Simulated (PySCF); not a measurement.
This PySCF input asks for the NMR shieldings of `CC(PCSC)C`, C₅H₁₃PS; the geometry comes from GFN2-xTB.

```python
import basis_set_exchange as bse
import numpy as np
from pyscf import gto, dft
from pyscf.prop import nmr

atoms = """
C     3.521131   -0.209695   -0.880306
S     1.761408   -0.630762   -0.990410
C     1.278716   -0.167713    0.711710
P    -0.444910   -0.649208    1.210354
C    -1.417234   -0.008690   -0.261688
C    -1.524667    1.511380   -0.198164
C    -2.799010   -0.655509   -0.252303
H     3.628857    0.846180   -0.645974
H     3.953423   -0.421084   -1.852764
H     3.997317   -0.822386   -0.119300
H     1.400662    0.912665    0.826917
H     1.965976   -0.670502    1.397169
H    -0.344025   -1.954396    0.710640
H    -0.883474   -0.300028   -1.174153
H    -2.000109    1.820909    0.731695
H    -2.121304    1.880998   -1.030246
H    -0.541850    1.975492   -0.255526
H    -3.388244   -0.298007   -1.094897
H    -2.720316   -1.739215   -0.322725
H    -3.327495   -0.409752    0.667542
"""
names = dict.fromkeys(["C", "S", "P", "H"], "pcSseg-1")
basis = {el: gto.basis.parse(bse.get_basis(n, elements=[el], fmt="nwchem")) for el, n in names.items()}
mol = gto.M(atom=atoms, basis=basis, charge=0, verbose=0)
mf = dft.RKS(mol, xc="PBE0")
mf.grids.level = 2
mf.grids.alignment = dft.numint.BLKSIZE   # the property module wants whole blocks of grid points
mf.conv_tol = 1e-9
mf.kernel()

calc = nmr.RKS(mf)   # GIAO
C = mf.mo_coeff
Co = C[:, mf.mo_occ > 0]
resp = mf.gen_response(singlet=True, hermi=2)
def vind(x):   # induced exchange potential for any number of trial vectors
    d = np.einsum("pi,xij,qj->xpq", C, 2 * x.reshape(-1, C.shape[1], Co.shape[1]), Co, optimize=True)
    return np.einsum("xpq,pi,qj->xij", resp(d - d.transpose(0, 2, 1)), C, Co, optimize=True).ravel()
mo1, _ = nmr.rhf.solve_mo1(calc, with_cphf=vind)
sigma = calc.kernel(mo1)
for i, s in enumerate(sigma):   # ppm
    w = np.linalg.eigvalsh((s + s.T) / 2)
    print("%2d %-2s iso %8.1f  s11 %8.1f  s22 %8.1f  s33 %8.1f" % (i, mol.atom_pure_symbol(i), w.mean(), *w))
```

Problem. Give the expected output.

Solution. 
```
 0 C  iso    162.7  s11    145.6  s22    156.7  s33    185.8
 1 S  iso    543.8  s11    366.9  s22    479.8  s33    784.7
 2 C  iso    153.1  s11    125.0  s22    155.6  s33    178.7
 3 P  iso    388.1  s11    340.7  s22    407.2  s33    416.3
 4 C  iso    162.5  s11    153.8  s22    163.4  s33    170.5
 5 C  iso    166.1  s11    152.0  s22    159.1  s33    187.1
 6 C  iso    163.6  s11    146.2  s22    155.8  s33    188.9
 7 H  iso     29.6  s11     24.1  s22     27.8  s33     36.9
 8 H  iso     29.7  s11     24.4  s22     26.3  s33     38.3
 9 H  iso     29.5  s11     24.3  s22     27.5  s33     36.7
10 H  iso     29.0  s11     24.8  s22     28.3  s33     33.9
11 H  iso     29.5  s11     23.2  s22     29.3  s33     36.0
12 H  iso     28.3  s11     23.9  s22     28.0  s33     32.9
13 H  iso     29.0  s11     23.3  s22     29.3  s33     34.4
14 H  iso     31.0  s11     27.6  s22     28.4  s33     37.0
15 H  iso     30.5  s11     26.3  s22     27.4  s33     37.9
16 H  iso     30.4  s11     24.4  s22     30.7  s33     36.0
17 H  iso     30.4  s11     25.9  s22     27.5  s33     37.8
18 H  iso     30.6  s11     25.4  s22     28.9  s33     37.6
19 H  iso     30.8  s11     27.0  s22     28.6  s33     36.7
```

These numbers come from an equivalent density-fitted implementation of the same equations, which agrees with the script to about 0.01 ppm for H and up to a few tenths of a ppm for heavy atoms, so last digits may differ.

Size and cost of the density-fitted run: 198 basis functions, 28 s wall time on 1 thread of an x86-64 server CPU, shared host.
